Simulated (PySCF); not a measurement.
# Ionisation energy of Cl²⁺ by level of theory

Cl²⁺ [Ne] 3s2 3p3 (4S) → Cl³⁺ [Ne] 3s2 3p2 (3P), as a difference of total energies. Calculation: PySCF 2.14, in aug-cc-pCVTZ-DK; the spin-free X2C one-electron Hamiltonian (Gaussian nucleus). Correlated levels: nothing frozen. The calculations carry no spin-orbit coupling.

| method | ionisation energy (eV) |
| --- | --- |
| UHF | 38.957 |
| MP2 (all electrons) | 39.663 |
| SCS-MP2 (all electrons) | 39.458 |
| CCSD (all electrons) | 39.580 |
| CCSD(T) (all electrons) | 39.611 |

Q: How much does correlation contribute at CCSD(T) (all electrons)?

A: 39.611 − (38.957) = 0.654 eV, measured against UHF.

A first-order spin-orbit estimate (lowest level to lowest level, LS coupling) adds -0.101 eV.

Errors of the correlated levels include the incompleteness of this basis.

For comparison: 39.8 ± 0.11 eV (semi-empirical (NIST evaluation); NIST Atomic Spectra Database, ionization energies).
